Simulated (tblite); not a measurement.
Species: C7H7BF2O.
Bonds: O1–C2, C2–C3, C3–C4 (aromatic), C4–C5 (aromatic), C5–C6 (aromatic), C6–C7 (aromatic), C7–C8 (aromatic), C8–B9, B9–F10, B9–F11, C3–C8 (aromatic). Hydrogens: H12 on O1; H13, H14 on C2; H15 on C4; H16 on C5; H17 on C6; H18 on C7.

Computed with GFN2-xTB (tblite), gas phase: L-BFGS steps from a force-field or distance-geometry start until the largest atomic force falls under 0.01 eV/Å.

Step 90: E = -908.8263 eV
```
atom  x, y, z in Å  |  force x, y, z in eV/Å
O1     -2.5613   -0.0958    0.7091    0.020  -0.037  -0.013
C2     -1.8753   -0.5476   -0.4415   -0.026   0.002  -0.001
C3     -0.3785   -0.4193   -0.2912   -0.013  -0.015   0.021
C4      0.4485   -1.5233   -0.4329    0.000   0.003   0.007
C5      1.8118   -1.4189   -0.2104   -0.001  -0.008   0.018
C6      2.3549   -0.2110    0.1926    0.003   0.002  -0.013
C7      1.5364    0.8922    0.3424    0.005   0.003  -0.008
C8      0.1653    0.8197    0.0822   -0.010  -0.005   0.000
B9     -0.6671    2.1380    0.1677   -0.015   0.028   0.013
F10    -1.6879    2.4410   -0.6074    0.005  -0.002   0.014
F11    -0.2889    3.1321    0.9549   -0.025  -0.013   0.000
H12    -2.3248   -0.6605    1.4547    0.016   0.043  -0.021
H13    -2.2279    0.0948   -1.2530   -0.003  -0.017   0.001
H14    -2.1506   -1.5873   -0.6700    0.034   0.021  -0.006
H15     0.0230   -2.4745   -0.7214   -0.001   0.013   0.004
H16     2.4468   -2.2842   -0.3306   -0.010  -0.009  -0.011
H17     3.4132   -0.1267    0.3875    0.004  -0.016   0.006
H18     1.9536    1.8373    0.6557    0.018   0.008  -0.009
```

Step 91: E = -908.8266 eV
```
atom  x, y, z in Å  |  force x, y, z in eV/Å
O1     -2.5609   -0.0971    0.7067   -0.050   0.051  -0.004
C2     -1.8754   -0.5476   -0.4427    0.001  -0.005   0.031
C3     -0.3798   -0.4211   -0.2879    0.019   0.038  -0.008
C4      0.4483   -1.5234   -0.4309    0.000   0.001  -0.006
C5      1.8114   -1.4196   -0.2107    0.012   0.004   0.024
C6      2.3544   -0.2116    0.1912    0.006   0.020   0.004
C7      1.5362    0.8924    0.3413   -0.003   0.000   0.005
C8      0.1638    0.8181    0.0848    0.020   0.034   0.001
B9     -0.6684    2.1381    0.1694   -0.031   0.007  -0.015
F10    -1.6829    2.4445   -0.6144    0.028  -0.014   0.035
F11    -0.2965    3.1297    0.9619   -0.020  -0.011   0.005
H12    -2.3220   -0.6546    1.4553    0.039  -0.001   0.010
H13    -2.2295    0.0938   -1.2542    0.009  -0.020  -0.005
H14    -2.1474   -1.5870   -0.6663    0.007  -0.039  -0.045
H15     0.0258   -2.4736   -0.7223   -0.031  -0.026  -0.003
H16     2.4458   -2.2847   -0.3335   -0.007  -0.009  -0.007
H17     3.4125   -0.1283    0.3877    0.007  -0.009  -0.003
H18     1.9557    1.8382    0.6531   -0.005  -0.023  -0.019
```

Step 92: E = -908.8271 eV
```
atom  x, y, z in Å  |  force x, y, z in eV/Å
O1     -2.5600   -0.0683    0.6985   -0.009   0.005  -0.010
C2     -1.8735   -0.5501   -0.4394   -0.035  -0.009   0.037
C3     -0.3775   -0.4258   -0.2871    0.008   0.028   0.000
C4      0.4524   -1.5259   -0.4380   -0.002   0.004  -0.005
C5      1.8160   -1.4192   -0.2210    0.005   0.009   0.038
C6      2.3554   -0.2124    0.1898    0.006   0.018  -0.002
C7      1.5346    0.8888    0.3477    0.004   0.001  -0.002
C8      0.1630    0.8131    0.0903    0.017   0.028  -0.004
B9     -0.6736    2.1307    0.1733   -0.025   0.011   0.000
F10    -1.6760    2.4400   -0.6243    0.022  -0.012   0.027
F11    -0.3143    3.1192    0.9758   -0.021  -0.020   0.003
H12    -2.3314   -0.6140    1.4604    0.031   0.029  -0.034
H13    -2.2222    0.0754   -1.2669    0.011  -0.047   0.023
H14    -2.1507   -1.5943   -0.6390    0.014   0.004  -0.041
H15     0.0314   -2.4760   -0.7325   -0.030  -0.017  -0.003
H16     2.4532   -2.2816   -0.3499   -0.013  -0.002  -0.008
H17     3.4132   -0.1272    0.3859    0.012  -0.011  -0.001
H18     1.9511    1.8339    0.6648    0.005  -0.019  -0.016
```

Step 93: E = -908.8276 eV
```
atom  x, y, z in Å  |  force x, y, z in eV/Å
O1     -2.5589   -0.0439    0.6904    0.016  -0.022  -0.016
C2     -1.8718   -0.5521   -0.4363   -0.046  -0.006   0.027
C3     -0.3753   -0.4297   -0.2861   -0.004   0.015   0.008
C4      0.4558   -1.5282   -0.4437   -0.008   0.006   0.002
C5      1.8200   -1.4193   -0.2295   -0.007   0.012   0.042
C6      2.3560   -0.2131    0.1880    0.009   0.010  -0.005
C7      1.5332    0.8855    0.3534    0.014   0.003  -0.013
C8      0.1624    0.8092    0.0946    0.013   0.015  -0.006
B9     -0.6789    2.1242    0.1770   -0.011  -0.003   0.013
F10    -1.6697    2.4358   -0.6329    0.000  -0.006   0.005
F11    -0.3330    3.1095    0.9890   -0.015  -0.016   0.014
H12    -2.3362   -0.5773    1.4632    0.027   0.039  -0.047
H13    -2.2152    0.0600   -1.2770    0.006  -0.063   0.034
H14    -2.1528   -1.5995   -0.6164    0.015   0.028  -0.036
H15     0.0351   -2.4786   -0.7390   -0.024  -0.003  -0.006
H16     2.4594   -2.2796   -0.3644   -0.020   0.009  -0.006
H17     3.4137   -0.1264    0.3834    0.018  -0.009   0.001
H18     1.9474    1.8296    0.6747    0.016  -0.009  -0.011
```

**Question.** Estimate the geometry and energy of step 94. (The exact step hangs on the optimiser's Hessian estimate; all steps are aligned on step 93, rigid shifts and turns removed.)

**Answer.** E = -908.8287 eV, largest force 0.084 eV/Å
```
atom  x, y, z in Å  |  force x, y, z in eV/Å
O1     -2.5562   -0.0042    0.6771    0.047  -0.051  -0.013
C2     -1.8690   -0.5547   -0.4300   -0.042  -0.004   0.003
C3     -0.3717   -0.4360   -0.2836   -0.020  -0.007   0.018
C4      0.4610   -1.5323   -0.4516   -0.020   0.008   0.014
C5      1.8263   -1.4198   -0.2436   -0.031   0.013   0.041
C6      2.3572   -0.2144    0.1832    0.014  -0.005  -0.002
C7      1.5309    0.8798    0.3619    0.032   0.007  -0.032
C8      0.1615    0.8028    0.1022    0.006  -0.003  -0.011
B9     -0.6894    2.1131    0.1828   -0.018   0.014   0.027
F10    -1.6505    2.4329   -0.6601    0.023  -0.008   0.024
F11    -0.3767    3.0879    1.0219   -0.026  -0.050  -0.012
H12    -2.3394   -0.5141    1.4676    0.019   0.051  -0.059
H13    -2.2034    0.0348   -1.2906   -0.007  -0.076   0.035
H14    -2.1556   -1.6060   -0.5793    0.007   0.049  -0.028
H15     0.0402   -2.4835   -0.7465   -0.013   0.023  -0.009
H16     2.4693   -2.2765   -0.3899   -0.033   0.031   0.003
H17     3.4149   -0.1257    0.3768    0.027  -0.004   0.004
H18     1.9419    1.8221    0.6900    0.035   0.012  -0.002
```

The energy changes by -0.0011 eV. The first-order estimate −F·Δx gives -0.0015 eV and the mean of the old and new forces, exact on a quadratic surface, -0.0011 eV. The step makes an angle of 85° with the force vector and moves no atom by more than 0.063 Å.

The cost below is that of the whole relaxation. Hardware: Arm Neoverse V1, one thread, shared host with 32 logical CPUs at a one-minute load of 29. Cost: 1.3 s wall.
